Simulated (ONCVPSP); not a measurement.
PBE ONCV dataset for N, scalar-relativistic all-electron reference.

ONCVPSP 4.0.1 was run on this input:

```
# ATOM AND REFERENCE CONFIGURATION
# atsym  z   nc   nv     iexc    psfile
  N 7.00    1    2        4      upf
#
#   n    l    f
    1    0    2.00
    2    0    2.00
    2    1    3.00
#
# PSEUDOPOTENTIAL AND OPTIMIZATION
# lmax
    1
#
#   l,   rc,      ep,       ncon, nbas, qcut
    0    0.75    0.00    3    6    8.70
    1    2.00    0.00    3    7    7.20
#
# LOCAL POTENTIAL
# lloc, lpopt,  rc(5),   dvloc0
    4    5    0.65   -1.00
#
# VANDERBILT-KLEINMAN-BYLANDER PROJECTORs
# l, nproj, debl
    0    2    1.60
    1    1    2.70
#
# MODEL CORE CHARGE
# icmod, fcfact, rcfact
    0    0.00    0.00
#
# LOG DERIVATIVE ANALYSIS
# epsh1, epsh2, depsh
   -2.00    5.00    0.02
#
# OUTPUT GRID
# rlmax, drl
    6.00    0.01
#
# TEST CONFIGURATIONS
# ncnf
    4
# nvcnf
#   n    l    f
    2
    2    0    2.00
    2    1    2.00
#
    2
    2    0    2.00
    2    1    1.00
#
    2
    2    0    2.00
    2    1    0.00
#
    2
    2    0    1.00
    2    1    3.00
#
```

Command:

```bash
oncvpsp.x < N.dat > N.out
```

The program printed (shortened: citation, most of the input echo, consistency checks and plot data are left out):

```
ONCVPSP  (Optimized Norm-Conservinng Vanderbilt PSeudopotential)
scalar-relativistic version 4.0.1

#   n    l    f        energy (Ha)
    1    0    2.00    -1.4138222E+01
    2    0    2.00    -6.8290674E-01
    2    1    3.00    -2.6054783E-01

Reference configufation results
  iterations    23
  all-electron total energy (Ha)   -5.44530351D+01

Begin loop to  construct optimized pseudo wave functions
and semi-local pseudopoentials for all angular momenta

   Wellstate for l =  0  n =  3
     eigenvalue =   0.9171
     asymptotic potential =   1.4171
     half-point radius =  2.7482

Calculating optimized projector #   1

 for l=   0

    Fraction of norm inside rc  0.145264
    Optimizing pswf for qcut=   8.68 a_B^-1,  ecut=  37.70 Ha
    Residual kinetic energy error=  1.21D-04 Ha

    Energy error per electron        Cutoff
         Ha          eV             Ha
         0.01000     0.27211       20.23
         0.00100     0.02721       29.75
         0.00010     0.00272       39.33
         0.00001     0.00027      174.57

Calculating optimized projector #   2

 for l=   0

    Fraction of norm inside rc  0.055810
    Optimizing pswf for qcut=   8.68 a_B^-1,  ecut=  37.70 Ha
    Residual kinetic energy error=  7.65D-04 Ha

    Energy error per electron        Cutoff
         Ha          eV             Ha
         0.01000     0.27211       17.05
         0.00100     0.02721       30.02
         0.00010     0.00272      199.05
         0.00001     0.00027      308.22

Calculating optimized projector #   1

 for l=   1

    Fraction of norm inside rc  0.783955
    Optimizing pswf for qcut=   7.20 a_B^-1,  ecut=  25.92 Ha
    Residual kinetic energy error=  2.01D-07 Ha

    Energy error per electron        Cutoff
         Ha          eV             Ha
         0.01000     0.27211       12.66
         0.00100     0.02721       16.51
         0.00010     0.00272       19.58
         0.00001     0.00027       22.11

Construct Vanderbilt / Kleinmman-Bylander projectors

B matrix Hermiticity error, ll=   0
   1   2    6.4256E-05

  Orthonormal projector coefficients  4.7174E+01  7.4413E+00

Pseudoatom total energy   -9.531428

Diagnostic tests using Vanderbilt-Kleinman-Bylander pseudopotentials
  1 or more projectors used as specified by nproj input data

   l    rcore       rmatch      e in        delta e   norm test  slope test

   0   0.7525286   0.7753770  -0.6829067  -0.0000375   0.9999783   1.0000696
   0   0.7525286   0.7753770   0.9170933   0.0004395   1.0000294   1.0000294

   1   2.0072055   2.0681486  -0.2605478  -0.0000043   0.9999969   0.9999926

 Testing for bound ghosts
   n   l    E NL Schr. Eq   E Basis Diag.   E Cutoff

   1   0       -0.682944       -0.480081    218.87

   2   1       -0.260552       -0.259594     38.33

 Testing for highly-localized positive-energy ghosts
       l    <radius>/rc     E Basis Diag.   E Cutoff

Test configuration 0

   n   l     f        eae           eps        diff
   1   0  2.0000  -14.13822183
   2   0  2.0000   -0.68290674   -0.68294421   -3.75D-05
   2   1  3.0000   -0.26054783   -0.26055214   -4.31D-06

    Total energies and differences
      AE_ref= -5.44530351D+01  AE_tst= -5.44530351D+01  dif=  0.00D+00
      PS_ref= -9.53142796D+00  PS_tst= -9.53142796D+00  dif=  0.00D+00
      PSP excitation error=  0.00D+00

Test configuration 1

   n   l     f        eae           eps        diff
   1   0  2.0000  -14.76144207
   2   0  2.0000   -1.19296401   -1.19277815    1.86D-04
   2   1  2.0000   -0.76027961   -0.75538937    4.89D-03

    Total energies and differences
      AE_ref= -5.44530351D+01  AE_tst= -5.39535657D+01  dif=  4.99D-01
      PS_ref= -9.53142796D+00  PS_tst= -9.03353803D+00  dif=  4.98D-01
      PSP excitation error=  1.58D-03

Test configuration 2

   n   l     f        eae           eps        diff
   1   0  2.0000  -15.57681778
   2   0  2.0000   -1.80659260   -1.79763040    8.96D-03
   2   1  1.0000   -1.37852229   -1.35240074    2.61D-02

    Total energies and differences
      AE_ref= -5.44530351D+01  AE_tst= -5.28932188D+01  dif=  1.56D+00
      PS_ref= -9.53142796D+00  PS_tst= -7.98677577D+00  dif=  1.54D+00
      PSP excitation error=  1.52D-02

Test configuration 3

   n   l     f        eae           eps        diff
   1   0  2.0000  -16.56788995
   2   0  2.0000   -2.50354763   -2.46807231    3.55D-02

    Total energies and differences
      AE_ref= -5.44530351D+01  AE_tst= -5.11629894D+01  dif=  3.29D+00
      PS_ref= -9.53142796D+00  PS_tst= -6.30500031D+00  dif=  3.23D+00
      PSP excitation error=  6.36D-02

Test configuration 4

   n   l     f        eae           eps        diff
   1   0  2.0000  -14.76836705
   2   0  1.0000   -1.19709704   -1.20413996   -7.04D-03
   2   1  3.0000   -0.76390853   -0.76637613   -2.47D-03

    Total energies and differences
      AE_ref= -5.44530351D+01  AE_tst= -5.35206244D+01  dif=  9.32D-01
      PS_ref= -9.53142796D+00  PS_tst= -8.59597034D+00  dif=  9.35D-01
      PSP excitation error= -3.05D-03
```

The run took about 1.1 s on one core of a shared server CPU.
